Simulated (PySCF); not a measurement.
Sn(OMe)2(SH)2, SMILES C[O][Sn]([SH])([SH])[O]C (GFN2-xTB optimised geometry):

```
15

C      1.735    -1.389     0.060
O      0.927    -0.253     0.000
Sn    -1.131    -0.253     0.000
S     -1.498     2.141     0.000
S     -2.105    -1.686     1.692
O     -1.864    -1.204    -1.671
C     -1.681    -0.782    -2.988
H      1.577    -1.960     0.978
H      2.765    -1.023     0.052
H      1.592    -2.045    -0.802
H     -0.202     2.410     0.099
H     -2.765    -2.410     0.797
H     -2.215    -1.505    -3.610
H     -0.628    -0.781    -3.280
H     -2.105     0.209    -3.167
```

Method: PySCF 2.14.0 with B3LYP/def2-TZVP, def2 effective core potentials past Kr.

Question: What are the frontier orbital energies and the dipole moment?

Answer: HOMO-2 -7.56 eV, HOMO-1 -7.54 eV, HOMO -7.47 eV, LUMO -2.62 eV, LUMO+1 -0.55 eV; dipole moment 0.76 D.
